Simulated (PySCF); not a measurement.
PySCF input for B2F4, SMILES FB(F)B(F)F (connectivity only; charge and spin as stated), charge +1, multiplicity 2, PBE-D3(BJ)/def2-SVP. Coordinates come from a PBE-D3(BJ)/def2-SVP optimisation. The multiplicity is an assumed one; other spin states were not compared. The values are those of a single conformer.

```python
import numpy as np
from pyscf import gto, scf, dft, df
from pyscf.hessian import thermo

mol = gto.M(
    atom='''
    F     0.84480014   -0.84480014   -1.46637982
    B     0.00000000   -0.00000000   -0.99922867
    F    -0.84480014    0.84480014   -1.46637982
    B     0.00000000    0.00000000    0.99922867
    F     0.84480014    0.84480014    1.46637982
    F    -0.84480014   -0.84480014    1.46637982
    ''',
    basis='def2-SVP',
    charge=1,
    spin=1,
    max_memory=1600,
    verbose=3,
)
mf = dft.UKS(mol, xc='pbe').density_fit(auxbasis='def2-universal-jkfit')
mf.disp = 'd3bj'
mf.grids.level = 3
mf.conv_tol = 1e-11
mf.max_cycle = 100
mf.kernel()
fine, coarse = mf.grids, dft.Grids(mol).set(level=1).build(with_non0tab=True)
for _ in range(3):  # follow internal instabilities
    mf.grids = coarse
    mo, _, stable, _ = mf.stability(return_status=True, nroots=4)
    mf.grids = fine
    if stable:
        break
    mf.kernel(mf.make_rdm1(mo, mf.mo_occ))

# analytic Hessian; the response equations are solved on a coarser grid
h, args, fine = mf.Hessian(), (mf.mo_energy, mf.mo_coeff, mf.mo_occ), mf.grids
h.max_memory = max(150, 2.5e-5 * df.make_auxmol(mol, mf.with_df.auxbasis).nao * mol.nelec[0] * (mol.nelec[0] + mol.nao))  # MB; small integral blocks
h1ao = h.make_h1(mf.mo_coeff, mf.mo_occ)
mf.grids = dft.Grids(mol).set(level=1).build(with_non0tab=True)
mo1, mo_e1 = h.solve_mo1(*args, h1ao)
mf.grids = fine
hess = h.hess_elec(*args, mo1, mo_e1, h1ao) + h.hess_nuc()
if mf.do_disp():
    hess += h.get_dispersion()
for i in range(mol.natm):  # the analytic DFT Hessian lacks the response of the grid: restore translational invariance
    hess[i, i] -= hess[i].sum(axis=0)
hess = (hess + hess.transpose(1, 0, 3, 2)) / 2
vib = thermo.harmonic_analysis(mol, hess, imaginary_freq=False)
thermo.dump_normal_mode(mol, vib)
th = thermo.thermo(mf, vib['freq_au'][vib['freq_au'] > 0], 298.15, 101325)
thermo.dump_thermo(mol, th)
g0 = mf.nuc_grad_method().set(verbose=0).kernel()

# dipole derivatives [dipole axis, atom, xyz] from the same response
r, irp = mol.intor('int1e_r'), mol.intor('int1e_irp').reshape(3, 3, mol.nao, mol.nao)
sl, dm0, ok = mol.aoslice_by_atom(), np.array(mf.make_rdm1()), []
dmu = np.einsum('a,xt->xat', mol.atom_charges(), np.eye(3))
for a, (_, _, p0, p1) in enumerate(sl):
    dmu[:, a] += 2 * np.einsum('xtij,ij->xt', irp[:, :, :, p0:p1], dm0.reshape(-1, mol.nao, mol.nao).sum(0)[:, p0:p1])
    for u, c, occ, f in zip(mo1, mf.mo_coeff, mf.mo_occ, (2, 2)):
        dmu[:, a] -= f * np.einsum('tui,xuv,vi->xt', u[a], r, c[:, occ > 0], optimize=True)
L = vib['norm_mode']
ir = 974.8801 * (np.einsum('xat,kat->kx', dmu, L) ** 2).sum(1)       # km/mol
apt = np.einsum('xax->a', dmu) / 3
print('mode   freq/cm-1   IR/(km/mol)')
for k, w in enumerate(vib['freq_wavenumber']):
    print(f'{k + 1:4d} {w:11.2f} {ir[k]:13.3f}')
print('max |gradient| / (hartree/bohr):', abs(g0).max())
print('APT charges:', apt.round(4))
```

Output:

```

WARN: HOMO -0.274728274356624 >= LUMO -0.274728274356622

converged SCF energy = -448.097546206014  <S^2> = 0.75109531  2S+1 = 2.001095
<class 'pyscf.df.df_jk.DFUKS'> wavefunction is stable in the internal stability analysis

WARN: DFTD3 does not support analytical Hessian, using finite difference


WARN: Mole.unit (angstrom) is changed to Bohr

Mode                                 0                   1                   2
Irrep
Freq [cm^-1]                       26.8628            112.2349            112.2354
Reduced mass [au]                  18.9984             17.7649             17.7649
Force const [Dyne/A]                0.0081              0.1318              0.1318
Char temp [K]                      38.6495            161.4811            161.4817
Normal mode                   x     y     z       x     y     z       x     y     z
       0   F                -0.08 -0.08 -0.00   -0.02  0.03  0.14   -0.05 -0.04  0.01
       1   B                -0.00 -0.00 -0.00   -0.06  0.06  0.00    0.01  0.01  0.00
       2   F                 0.08  0.08  0.00   -0.02  0.03 -0.14   -0.05 -0.04 -0.01
       3   B                -0.00 -0.00  0.00   -0.01  0.01 -0.00    0.06  0.06  0.00
       4   F                -0.08  0.08 -0.00    0.04 -0.05 -0.01    0.03  0.02  0.14
       5   F                 0.08 -0.08  0.00    0.04 -0.05  0.01    0.03  0.02 -0.14
Mode                                 3                   4                   5
Irrep
Freq [cm^-1]                      204.6214            460.6953            460.6971
Reduced mass [au]                  17.4321             11.5532             11.5532
Force const [Dyne/A]                0.4300              1.4447              1.4447
Char temp [K]                     294.4046            662.8380            662.8405
Normal mode                   x     y     z       x     y     z       x     y     z
       0   F                 0.01 -0.01  0.11    0.01 -0.01 -0.02    0.04  0.04 -0.00
       1   B                 0.00 -0.00  0.07    0.02 -0.02  0.00   -0.20 -0.20  0.00
       2   F                -0.01  0.01  0.11    0.01 -0.01  0.02    0.04  0.04  0.00
       3   B                -0.00 -0.00 -0.07   -0.20  0.20  0.00    0.02  0.02  0.00
       4   F                 0.01  0.01 -0.11    0.04 -0.04 -0.00    0.01  0.01  0.02
       5   F                -0.01 -0.01 -0.11    0.04 -0.04  0.00    0.01  0.01 -0.02
Mode                                 6                   7                   8
Irrep
Freq [cm^-1]                      473.5489            556.6041           1080.7315
Reduced mass [au]                  14.5665             14.2134             14.7794
Force const [Dyne/A]                1.9246              2.5944             10.1705
Char temp [K]                     681.3314            800.8294           1554.9321
Normal mode                   x     y     z       x     y     z       x     y     z
       0   F                 0.06 -0.06  0.04    0.06 -0.06  0.02    0.06 -0.06 -0.04
       1   B                -0.00 -0.00 -0.14    0.00  0.00 -0.14    0.00 -0.00  0.13
       2   F                -0.06  0.06  0.04   -0.06  0.06  0.02   -0.06  0.06 -0.04
       3   B                -0.00  0.00 -0.14   -0.00 -0.00  0.14    0.00  0.00  0.13
       4   F                -0.06 -0.06  0.04    0.06  0.06 -0.02   -0.06 -0.06 -0.04
       5   F                 0.06  0.06  0.04   -0.06 -0.06 -0.02    0.06  0.06 -0.04
Mode                                 9                  10                  11
Irrep
Freq [cm^-1]                     1106.9209           1659.7783           1659.7835
Reduced mass [au]                  14.2740             12.1397             12.1397
Force const [Dyne/A]               10.3046             19.7041             19.7042
Char temp [K]                    1592.6127           2388.0514           2388.0590
Normal mode                   x     y     z       x     y     z       x     y     z
       0   F                -0.05  0.05  0.04   -0.00  0.00  0.00   -0.05  0.05  0.03
       1   B                -0.00  0.00 -0.14    0.00 -0.00  0.00    0.19 -0.19 -0.00
       2   F                 0.05 -0.05  0.04   -0.00  0.00 -0.00   -0.05  0.05 -0.03
       3   B                 0.00  0.00  0.14   -0.19 -0.19  0.00    0.00  0.00  0.00
       4   F                -0.05 -0.05 -0.04    0.05  0.05  0.03   -0.00 -0.00 -0.00
       5   F                 0.05  0.05 -0.04    0.05  0.05 -0.03   -0.00 -0.00  0.00
temperature 298.1500 [K]
pressure 101325.00 [Pa]
Rotational constants [GHz] 4.65910 2.11253 2.11253
Symmetry number 4
Zero-point energy (ZPE) 0.01803 [Eh]   47340.502 [J/mol]
                           tot       elec      trans        rot        vib
Entropy [J/mol/K]       346.991      5.763    165.879    102.020     73.328
Cv [J/mol/K]             81.262      0.000     12.472     12.472     56.319
Cp [J/mol/K]             89.577      0.000     20.786     12.472     56.319
Internal energy [J/mol]                      3718.434   3718.434  57465.867
Internal energy [Eh]   -448.07283  -448.09755
Enthalpy [J/mol]                             6197.391   3718.434  57465.867
Enthalpy [Eh]          -448.07188
Gibbs free energy [J/mol]                  -43259.387 -26698.941  35602.994
Gibbs free energy [Eh] -448.11129
mode   freq/cm-1   IR/(km/mol)
   1       26.86         0.000
   2      112.23         3.956
   3      112.24         3.957
   4      204.62         0.000
   5      460.70        50.159
   6      460.70        50.165
   7      473.55       165.002
   8      556.60         0.000
   9     1080.73       228.539
  10     1106.92         0.000
  11     1659.78       253.285
  12     1659.78       253.275
max |gradient| / (hartree/bohr): 0.0003109160155619439
APT charges: [-0.3794  1.2587 -0.3794  1.2587 -0.3794 -0.3794]
```

Self-consistency was reached.

Cost: very roughly 2.4 core-minutes.
